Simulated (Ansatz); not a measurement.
Reactions of CH₆FGeN, SMILES `C[NH][GeH2][F]`.

Program: Ansatz. Geometries: PBE0-D4/def2-TZVP. ΔE: electronic, gas phase. CCSD(T)/CBS is the MP2 limit (def2-TZVPP, def2-QZVPP) plus CCSD(T) − MP2 in def2-TZVPP, frozen cores. This one scheme is used for every species. For Ge outer-core shells are correlated without core-valence functions, which leaves a few kJ/mol of doubt a bond. Scalar relativity is left out up to krypton. One conformer a species, not always the lowest.

**Question.** Order these by ΔE at CCSD(T)/CBS, lowest first. (Best estimate.)
A. `C[NH][GeH2][F]` + `[NH2][GeH3]` → `[F][GeH2][NH][GeH3]` + CH₃NH₂
B. `C[NH][GeH2][F]` + `F[Si](F)(F)S` → `CS[Si](F)(F)F` + `[NH2][GeH2][F]`
C. `C[NH][GeH2][F]` + `C1=CC1` → `[F][GeH2][C]1=CC1` + CH₃NH₂
D. `C[NH][GeH2][F]` + `[SiH3][SiH2]BS` → `[F][GeH2][SiH2][SiH3]` + `CNBS`

**Answer.** D (-27.9 kcal/mol), B (-7.1 kcal/mol), A (-2.5 kcal/mol), C (+2.7 kcal/mol).

Largest T1 diagnostic: 0.016, for `[SiH3][SiH2]BS`.
